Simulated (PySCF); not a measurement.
## Two-component Hartree-Fock for Re²⁺ (rhenium, charge +2)

Start: [Xe] 4f14 5d5; 5d3/2 filled at m_j = -3/2, -1/2, +1/2, +3/2; 5d5/2 filled at m_j = +5/2. Calculated with PySCF 2.14 in x2c-QZVPPall-2c (16s16p12d7f2g, 191 functions): generalised Hartree-Fock with the X2C-1e Hamiltonian and a Gaussian nucleus; one run each with spin-orbit coupling (SO) switched off, then screened by Boettger's factors.

```csv
spinor shell,electrons,"ε, spin-free (eV)","ε, screened SO (eV)",weight of nominal j (screened SO),"rms radius, screened SO (bohr)"
1s1/2,2,-72085.0,-72062.2,1.000,0.0204
2s1/2,2,-12655.5,-12648.4,1.000,0.0824
2p1/2,2,-11051.4,-12082.1,1.000,0.0700
2p3/2,4,-11051.4,-10636.4,1.000,0.0775
3s1/2,2,-3006.0,-3003.7,1.000,0.210
3p1/2,2,-2524.8,-2751.3,1.000,0.202
3p3/2,4,-2524.8,-2432.0,1.000,0.217
3d3/2,4,-1972.8,-2013.2,1.000,0.192
3d5/2,6,-1972.8,-1944.2,1.000,0.196
4s1/2,2,-673.36,-672.67,1.000,0.468
4p1/2,2,-512.73,-566.19,1.000,0.476
4p3/2,4,-512.73,-490.73,1.000,0.509
4d3/2,4,-307.11,-315.51,0.999,0.531
4d5/2,6,-307.11,-301.00,1.000,0.543
5s1/2,2,-116.88,-116.73,1.000,1.12
5p1/2,2,-73.704,-83.494,0.916,1.24
4f5/2,6,-76.544,-77.865,0.990,0.634
4f7/2,8,-76.544,-75.050,0.993,0.640
5p3/2,4,-73.704,-69.526,0.958,1.32
5d3/2,4,-28.281,-28.368,0.598,1.87
5d5/2,1,-28.281,-27.745,1.000,1.91
```

| quantity | spin-free | screened SO |
| --- | --- | --- |
| E (hartree) | -16679.31672 | -16700.18440 |
| M_J | 5/2 | 5/2 |
| ⟨J²⟩ | 8.756 | 8.757 |
| ⟨L²⟩ | 0.000 | 0.237 |
| ⟨S²⟩ | 8.756 | 8.658 |

Each row is a mean over spinors that exchange with the open shell spreads, by up to 8.627 eV (5p3/2).

Rows whose weight is well below 1 are mixtures of j = l ± 1/2: exchange outweighs spin-orbit coupling there, and the label is only the starting occupation.

Breit and QED terms are absent; they matter most for the inner s and p1/2 levels.

Densities and radii are taken from the X2C orbitals without a picture-change correction, which distorts them close to the nucleus.

Without spin-orbit coupling the j labels of p, d and f shells carry no meaning; the spin-free column gives the mean over the occupied spinors of each nl shell.
